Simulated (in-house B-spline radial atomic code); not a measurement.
Orbital energies and mean radii along the 17-electron series, configuration [Ne] 3s2 3p5. The effective charge is n√(-2ε), a non-relativistic measure. Computed with an all-electron radial atomic-structure program (B-spline basis): Dirac-Hartree-Fock, average of the configuration, finite nuclei.

```json
{"ion": "Sb34+", "Z": "51", "energy of 2s1/2 (Eh)": "-240.46", "mean radius of 2s1/2 (bohr)": "0.12053", "energy of 3p3/2 (Eh)": "-83.453", "mean radius of 3p3/2 (bohr)": "0.29427", "energy of 3s1/2 (Eh)": "-89.989", "mean radius of 3s1/2 (bohr)": "0.29929", "energy of 1s1/2 (Eh)": "-1194.83", "mean radius of 1s1/2 (bohr)": "0.028413", "effective charge of 2s1/2": "43.86"}
{"ion": "Te35+", "Z": "52", "energy of 2s1/2 (Eh)": "-252.29", "mean radius of 2s1/2 (bohr)": "0.11778", "energy of 3p3/2 (Eh)": "-87.89", "mean radius of 3p3/2 (bohr)": "0.28726", "energy of 3s1/2 (Eh)": "-94.765", "mean radius of 3s1/2 (bohr)": "0.29207", "energy of 1s1/2 (Eh)": "-1246.79", "mean radius of 1s1/2 (bohr)": "0.027803", "effective charge of 2s1/2": "44.926"}
{"ion": "I36+", "Z": "53", "energy of 2s1/2 (Eh)": "-264.43", "mean radius of 2s1/2 (bohr)": "0.11515", "energy of 3p3/2 (Eh)": "-92.443", "mean radius of 3p3/2 (bohr)": "0.28056", "energy of 3s1/2 (Eh)": "-99.673", "mean radius of 3s1/2 (bohr)": "0.28516", "energy of 1s1/2 (Eh)": "-1300.01", "mean radius of 1s1/2 (bohr)": "0.027215", "effective charge of 2s1/2": "45.994"}
{"ion": "Xe37+", "Z": "54", "energy of 2s1/2 (Eh)": "-276.9", "mean radius of 2s1/2 (bohr)": "0.11261", "energy of 3p3/2 (Eh)": "-97.112", "mean radius of 3p3/2 (bohr)": "0.27416", "energy of 3s1/2 (Eh)": "-104.72", "mean radius of 3s1/2 (bohr)": "0.27854", "energy of 1s1/2 (Eh)": "-1354.47", "mean radius of 1s1/2 (bohr)": "0.026648", "effective charge of 2s1/2": "47.066"}
{"ion": "Cs38+", "Z": "55", "energy of 2s1/2 (Eh)": "-289.7", "mean radius of 2s1/2 (bohr)": "0.11016", "energy of 3p3/2 (Eh)": "-101.9", "mean radius of 3p3/2 (bohr)": "0.26804", "energy of 3s1/2 (Eh)": "-109.89", "mean radius of 3s1/2 (bohr)": "0.27219", "energy of 1s1/2 (Eh)": "-1410.2", "mean radius of 1s1/2 (bohr)": "0.0261", "effective charge of 2s1/2": "48.141"}
{"ion": "Ba39+", "Z": "56", "energy of 2s1/2 (Eh)": "-302.82", "mean radius of 2s1/2 (bohr)": "0.1078", "energy of 3p3/2 (Eh)": "-106.8", "mean radius of 3p3/2 (bohr)": "0.26218", "energy of 3s1/2 (Eh)": "-115.21", "mean radius of 3s1/2 (bohr)": "0.26609", "energy of 1s1/2 (Eh)": "-1467.2", "mean radius of 1s1/2 (bohr)": "0.025571", "effective charge of 2s1/2": "49.219"}
{"ion": "La40+", "Z": "57", "energy of 2s1/2 (Eh)": "-316.28", "mean radius of 2s1/2 (bohr)": "0.10553", "energy of 3p3/2 (Eh)": "-111.82", "mean radius of 3p3/2 (bohr)": "0.25656", "energy of 3s1/2 (Eh)": "-120.66", "mean radius of 3s1/2 (bohr)": "0.26023", "energy of 1s1/2 (Eh)": "-1525.5", "mean radius of 1s1/2 (bohr)": "0.02506", "effective charge of 2s1/2": "50.301"}
{"ion": "Ce41+", "Z": "58", "energy of 2s1/2 (Eh)": "-330.07", "mean radius of 2s1/2 (bohr)": "0.10333", "energy of 3p3/2 (Eh)": "-116.95", "mean radius of 3p3/2 (bohr)": "0.25117", "energy of 3s1/2 (Eh)": "-126.25", "mean radius of 3s1/2 (bohr)": "0.2546", "energy of 1s1/2 (Eh)": "-1585.1", "mean radius of 1s1/2 (bohr)": "0.024565", "effective charge of 2s1/2": "51.387"}
{"ion": "Pr42+", "Z": "59", "energy of 2s1/2 (Eh)": "-344.21", "mean radius of 2s1/2 (bohr)": "0.1012", "energy of 3p3/2 (Eh)": "-122.21", "mean radius of 3p3/2 (bohr)": "0.24599", "energy of 3s1/2 (Eh)": "-131.98", "mean radius of 3s1/2 (bohr)": "0.24918", "energy of 1s1/2 (Eh)": "-1646.02", "mean radius of 1s1/2 (bohr)": "0.024085", "effective charge of 2s1/2": "52.476"}
{"ion": "Nd43+", "Z": "60", "energy of 2s1/2 (Eh)": "-358.7", "mean radius of 2s1/2 (bohr)": "0.09915", "energy of 3p3/2 (Eh)": "-127.58", "mean radius of 3p3/2 (bohr)": "0.24101", "energy of 3s1/2 (Eh)": "-137.85", "mean radius of 3s1/2 (bohr)": "0.24395", "energy of 1s1/2 (Eh)": "-1708.27", "mean radius of 1s1/2 (bohr)": "0.023621", "effective charge of 2s1/2": "53.569"}
{"ion": "Pm44+", "Z": "61", "energy of 2s1/2 (Eh)": "-373.54", "mean radius of 2s1/2 (bohr)": "0.097163", "energy of 3p3/2 (Eh)": "-133.07", "mean radius of 3p3/2 (bohr)": "0.23623", "energy of 3s1/2 (Eh)": "-143.87", "mean radius of 3s1/2 (bohr)": "0.23891", "energy of 1s1/2 (Eh)": "-1771.86", "mean radius of 1s1/2 (bohr)": "0.023171", "effective charge of 2s1/2": "54.665"}
{"ion": "Sm45+", "Z": "62", "energy of 2s1/2 (Eh)": "-388.73", "mean radius of 2s1/2 (bohr)": "0.095239", "energy of 3p3/2 (Eh)": "-138.67", "mean radius of 3p3/2 (bohr)": "0.23162", "energy of 3s1/2 (Eh)": "-150.03", "mean radius of 3s1/2 (bohr)": "0.23405", "energy of 1s1/2 (Eh)": "-1836.81", "mean radius of 1s1/2 (bohr)": "0.022735", "effective charge of 2s1/2": "55.766"}
{"ion": "Eu46+", "Z": "63", "energy of 2s1/2 (Eh)": "-404.28", "mean radius of 2s1/2 (bohr)": "0.093374", "energy of 3p3/2 (Eh)": "-144.4", "mean radius of 3p3/2 (bohr)": "0.22718", "energy of 3s1/2 (Eh)": "-156.34", "mean radius of 3s1/2 (bohr)": "0.22935", "energy of 1s1/2 (Eh)": "-1903.15", "mean radius of 1s1/2 (bohr)": "0.022311", "effective charge of 2s1/2": "56.871"}
{"ion": "Gd47+", "Z": "64", "energy of 2s1/2 (Eh)": "-420.21", "mean radius of 2s1/2 (bohr)": "0.091567", "energy of 3p3/2 (Eh)": "-150.24", "mean radius of 3p3/2 (bohr)": "0.2229", "energy of 3s1/2 (Eh)": "-162.79", "mean radius of 3s1/2 (bohr)": "0.22482", "energy of 1s1/2 (Eh)": "-1970.87", "mean radius of 1s1/2 (bohr)": "0.021899", "effective charge of 2s1/2": "57.98"}
{"ion": "Tb48+", "Z": "65", "energy of 2s1/2 (Eh)": "-436.5", "mean radius of 2s1/2 (bohr)": "0.089812", "energy of 3p3/2 (Eh)": "-156.21", "mean radius of 3p3/2 (bohr)": "0.21877", "energy of 3s1/2 (Eh)": "-169.39", "mean radius of 3s1/2 (bohr)": "0.22043", "energy of 1s1/2 (Eh)": "-2040.03", "mean radius of 1s1/2 (bohr)": "0.021499", "effective charge of 2s1/2": "59.093"}
{"ion": "Dy49+", "Z": "66", "energy of 2s1/2 (Eh)": "-453.17", "mean radius of 2s1/2 (bohr)": "0.08811", "energy of 3p3/2 (Eh)": "-162.29", "mean radius of 3p3/2 (bohr)": "0.21479", "energy of 3s1/2 (Eh)": "-176.15", "mean radius of 3s1/2 (bohr)": "0.21618", "energy of 1s1/2 (Eh)": "-2110.58", "mean radius of 1s1/2 (bohr)": "0.02111", "effective charge of 2s1/2": "60.211"}
{"ion": "Ho50+", "Z": "67", "energy of 2s1/2 (Eh)": "-470.22", "mean radius of 2s1/2 (bohr)": "0.086456", "energy of 3p3/2 (Eh)": "-168.49", "mean radius of 3p3/2 (bohr)": "0.21094", "energy of 3s1/2 (Eh)": "-183.06", "mean radius of 3s1/2 (bohr)": "0.21207", "energy of 1s1/2 (Eh)": "-2182.61", "mean radius of 1s1/2 (bohr)": "0.020732", "effective charge of 2s1/2": "61.333"}
{"ion": "Er51+", "Z": "68", "energy of 2s1/2 (Eh)": "-487.66", "mean radius of 2s1/2 (bohr)": "0.084848", "energy of 3p3/2 (Eh)": "-174.81", "mean radius of 3p3/2 (bohr)": "0.20722", "energy of 3s1/2 (Eh)": "-190.12", "mean radius of 3s1/2 (bohr)": "0.20808", "energy of 1s1/2 (Eh)": "-2256.09", "mean radius of 1s1/2 (bohr)": "0.020364", "effective charge of 2s1/2": "62.46"}
```

Q: How does the screening of 2s1/2 change?

A: Z less the effective charge goes from 7.14 at Z = 51 to 5.54 at Z = 68.
